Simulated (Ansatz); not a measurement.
Start from `O[Si]([SiH3])([SiH3])Cl` and change one atom or group to get `O[SiH]([SiH3])Cl`.

Ansatz, PBE0-D4/def2-TZVP geometries, multiplicity 1. Each molecule was computed in one conformer, which needn't be the lowest.

```
                                      property  `O[Si]([SiH3])([SiH3])Cl`
             HOMO energy (PBE/def2-TZVPP) / eV                      -6.44
         HOMO–LUMO gap (B3LYP/def2-TZVPP) / eV                       6.38
zero-point energy (PBE0-D4/def2-TZVP) / kJ/mol                      173.8
             LUMO energy (PBE/def2-TZVPP) / eV                      -1.64
           HOMO–LUMO gap (PBE/def2-TZVPP) / eV                       4.80
size of the dipole moment (PBE/def2-TZVPP) / D                       1.23
```

What does the change do to each property? (Estimate.)

Computed: 
```tsv
property	`O[SiH]([SiH3])Cl`	shift
HOMO energy (PBE/def2-TZVPP) / eV	-6.93	-0.49
HOMO–LUMO gap (B3LYP/def2-TZVPP) / eV	7.38	1.00
zero-point energy (PBE0-D4/def2-TZVP) / kJ/mol	130.2	-43.6
LUMO energy (PBE/def2-TZVPP) / eV	-1.21	0.43
HOMO–LUMO gap (PBE/def2-TZVPP) / eV	5.72	0.92
size of the dipole moment (PBE/def2-TZVPP) / D	1.26	0.03
```

With PBE0 the HOMO falls by 0.58 eV and the LUMO rises by 0.48 eV, so the gap widens by about 1.06 eV. PBE moves the HOMO by -0.49 eV and ωB97M-V by -0.69 eV. The zero-point energy changes by -43.6 kJ/mol with -9 modes. Dipoles are sizes alone; their direction can turn.

B3LYP here is the variant with VWN-RPA as its local correlation; programs differ in this.
